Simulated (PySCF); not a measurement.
Dipole moment and polarisability of `O=C(Cl)c1ccc([SiH3])s1`

Species: C₅H₅ClOSSi.
Geometry (GFN2-xTB, Å), atoms numbered from 1 in this order:
```
atom  x, y, z in Å
O1     3.084   -1.591    1.252
C2     2.802   -0.703    0.511
Cl3    4.108    0.253   -0.243
C4     1.504   -0.255    0.106
C5     1.129    0.763   -0.745
C6    -0.257    0.871   -0.871
C7    -0.959   -0.049   -0.129
Si8   -2.827   -0.268    0.001
S9     0.110   -1.075    0.746
H10    1.838    1.395   -1.249
H11   -0.742    1.605   -1.490
H12   -3.208   -0.085    1.401
H13   -3.424    0.755   -0.856
H14   -3.159   -1.615   -0.460
```

Level: wB97X-D/def2-SVPD (PySCF), static field, nuclei fixed, core orbitals frozen in the response. The polarisability tensor in these axes (au):

```
x   173.73   0.70   2.06
y     0.70 102.25 -21.01
z     2.06 -21.01  94.29
```

Question: Diagonalise the tensor; give its mean and Δα, where Δα² is half the sum of the squared differences of the eigenvalues.

Answer: Principal values 76.84, 119.64 and 173.79 au; mean 123.42 au = 18.29 Å³ = 20.35 × 10⁻⁴⁰ C²·m²/J; Δα = 84.15 au (68 % of the mean).

Question: What is the dipole moment, and where does it point?

Answer: (-3.78, 1.88, -1.66) D, 4.54 D in size, pointing from the negative to the positive side. Measured along this direction, the outermost atoms are O1 at the negative end and H13 at the positive end.

Question: Find the Langevin capture rate constant for NO+ (29.998 u) meeting this molecule (175.952 u), k = 2.342 × 10⁻⁹ cm³/s × √(α in Å³ / reduced mass in u).

Answer: The reduced mass is 25.63 u, so k = 1.98 × 10⁻⁹ cm³/s. The formula leaves out the permanent dipole, which adds to the capture rate.

Question: Form Σ f/ω² (atomic units) for the 8 lowest TDDFT singlets, given as eV and f, and set it beside the mean polarisability, which is this sum over all singlets: 4.62, 0.0001; 4.65, 0.3394; 4.89, 0.1005; 5.83, 0.0009; 6.23, 0.0159; 6.52, 0.0001; 6.55, 0.0002; 6.62, 0.0001.

Answer: They add up to 15.06 au, 12.2 % of the 123.42 au; the largest single term is 11.61 au, from the state at 4.65 eV. Terms in order: 0.00, 11.61, 3.11, 0.02, 0.30, 0.00, 0.00, 0.00 au. Higher excitations give the rest. The strengths listed sum to 0.457.

Question: Rayleigh depolarisation ratio (linearly polarised light, static tensor)?

Answer: ρ = 3Δα²/(45ᾱ² + 4Δα²) = 21241.2/(685495 + 28321.6) = 0.0298.

Question: How large is μ²/3kT at 350 K beside α?

Answer: In Gaussian units μ²/3kT = 141.88 Å³ against 18.29 Å³, a ratio of 7.76; the Debye molar polarisation (4π/3)N_A(α + μ²/3kT) is 404.0 cm³/mol, leaving out the vibrational part.

The structure is a single GFN2-xTB conformer in the gas phase; no vibrational or solvent corrections.
